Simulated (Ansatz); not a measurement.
Job for Ansatz (a program for electronic structure): R-PBE/def2-TZVPPD on H2Se (SMILES [SeH2]) with ghost functions, monomers drawn apart or pushed together. Files ending in .json are basis or fitting sets from the Basis Set Exchange.

Ansatz 0.2 input:
```yaml
crystal:
  periodic: [false, false, false]
  atoms:
    - {symbol: Se, position_ang: [-0.06189447, 0.67222598, 3.55332634]}
    - {symbol: H, position_ang: [1.37389686, 0.41700251, 3.74547354]}
    - {symbol: H, position_ang: [-0.39795688, -0.69263558, 3.98666644]}
basis:
  gaussian:
    orbitals: def2-TZVPPD.json
    ghost_atoms:
      - {symbol: Cl, position_ang: [0.27389745, -0.68935308, -0.39335070]}
      - {symbol: H, position_ang: [0.13762359, -0.22667304, 0.81354992]}
hamiltonian:
  xc: {name: PBE}
scf: {lower_state_search: off}
```

The log:

```
WARN ansatz: RAYON_NUM_THREADS=1 ignored (pool sized by the plan → 1); use --threads N
Functional definition: PBE
these checks for a lower state are left out or cut short: stability, starts, cluster_reference, orbital_swaps, neighbouring_geometries, increment
integrals: 0.07 GiB planned
916 factors; their error is unknown
mean field: 0.47 GiB planned
mean field evaluation 1: about -65371.7839 eV, gradient 1.4e1 eV
mean field evaluation 2: about -65372.0032 eV, gradient 8.7e0 eV
mean field evaluation 4: about -65372.2347 eV, gradient 1.7e-1 eV
mean field evaluation 8: about -65372.2237 eV, gradient 1.1e-1 eV
mean field evaluation 16: about -65372.2237 eV, gradient 8.1e-6 eV
mean field -65372.22373215 eV, -2402.3849112719 hartree, gradient 8.1e-6 eV, S^2 0.000000; 0 other end points of the search recorded, 0 dependent functions left out
reference -65372.22378853 eV, -2402.3849133435 hartree; 18, 18 occupied and 141, 141 virtual orbitals, 916 factors
Total energy: -65372.22378853 eV, -2402.3849133435 hartree
Checks for a lower state left out: stability, starts, cluster_reference, orbital_swaps, neighbouring_geometries, increment
```

Self-consistency was reached.

Cost: around 0.6 core-seconds (rough).
